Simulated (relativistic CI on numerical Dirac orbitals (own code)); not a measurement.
One change at a time: Mo

Base calculation: Dirac-Coulomb-Breit CI, orbitals from a KLI potential per configuration, model QED, valence Slater integrals scaled by 0.85, P86 correlation energy added to each configuration.

Configurations in the expansion (outside the closed core [Kr]): 4d⁵5s, 4d⁴5s², 4d⁵5p, 4d⁴5s5p, 4d⁶, 4d⁵5d, 4d⁵5f, 4d⁵5g, 4d³5s²5p, 4d⁴5s4f, 4d³5s5p², 4d⁵6s, 4d⁵6p, 4d⁴5s7s, 4d⁴5p², 4d⁴5s6s, 4d⁵7s, 4d⁴5s7p, 4d⁴5s6d, 4d⁵4f, 4d⁵7p, 4d⁵6d, 4d⁴5s8s, 4d⁴5s5g, 4d³5s5p5d, 4d⁴5s7d, 4d⁵8s, 4d³5s6s², 4d⁴6s², 4d³5s²5d, 4d³5s²6s, 4d³5s²6p. Levels of other configurations are missing.

The lowest level and the first level of each name with at least 55 % of one term (blank where a level has no safe partner in the second run):

```
     Level  Base (cm⁻¹)  Shift (cm⁻¹)
 4d⁵5s ⁷S3          0.0           0.0
4d⁴5s² ⁵D0      11777.9       +4214.6
4d⁴5s² ⁵D1      11943.1       +4187.8
 4d⁵5s ⁵S2      12097.1       +3678.2
4d⁴5s² ⁵D2      12247.8       +4139.1
4d⁴5s² ⁵D3      12649.4       +4086.8
4d⁴5s² ⁵D4      13145.7       +4062.2
 4d⁵5s ⁵G2      18109.9        +361.5
 4d⁵5s ⁵G3      18150.7        +354.9
 4d⁵5s ⁵G4      18193.3        +346.5
 4d⁵5s ⁵G5      18224.1        +337.9
 4d⁵5s ⁵G6      18228.0        +332.1
 4d⁵5s ⁵P3      20056.4        +943.3
 4d⁵5s ⁵P2      20155.6        +916.8
```

For a near-neutral ion this model can misplace configurations by up to about 10,000 cm⁻¹ (more where the count of f electrons changes) and terms by 10 to 25 % of their spread. Rates follow the energies as ν³ (E1, M1) or ν⁵ (E2), so they and the lifetimes can be off by large factors. The fine structure of a lone outer electron comes out too small, for d and f at times inverted, and misplaced configurations move strength between like terms. 8 of the 10 excited levels that our extract of the measured tables holds in this range could be paired (the sources list more); they are missed by 1526 cm⁻¹ on average and 2420 at most, and levels without a partner can miss by more. Some levels of the ground configuration have no partner and can miss by 10 % or more.

(1) One thing was changed in a second run, which moved the levels as shown. Which?
A. QED terms removed
B. valence Slater integrals scaled by 0.75
C. Breit term removed
D. non-relativistic limit
E. only the first 3 configurations

Results:

(1) E. Only the first 3 configurations. With fewer configurations the levels that remain lose their mixing partners.

LS names give the leading component of a level, which can be under half, so a name can repeat, a term be missing and a line seem to break the LS rules.
